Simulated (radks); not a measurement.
Values are calculated unless marked as measured or tabulated.
Species: As28+. Configuration: [He] 2s2 2p1. Level of theory: non-relativistic Kohn-Sham, LB94 model potential, spin-polarised, spherical densities, point nucleus; open shells are filled with parallel spins first (a radial shooting solver on a logarithmic mesh with Libxc functionals). Some entries of the table are withheld. Estimate them.

orbital  occ.  eigenvalue (hartree)  <1/r> (bohr^-1)  r(max) (bohr)
1s down     1             -500.8614            32.63        0.03059
1s up       1             -500.6875            32.62        0.03059
2s up       1             -114.0117            7.738         0.1661
2s down     1             -113.3179            7.717         0.1663
2p up       1                   (1)              (2)         0.1291
2p down     0                   (3)              (4)         0.1288

Answer. 
(1) 2p up eigenvalue (hartree): -111.1067
(2) 2p up <1/r> (bohr^-1): 7.722
(3) 2p down eigenvalue (hartree): -110.4710
(4) 2p down <1/r> (bohr^-1): 7.726
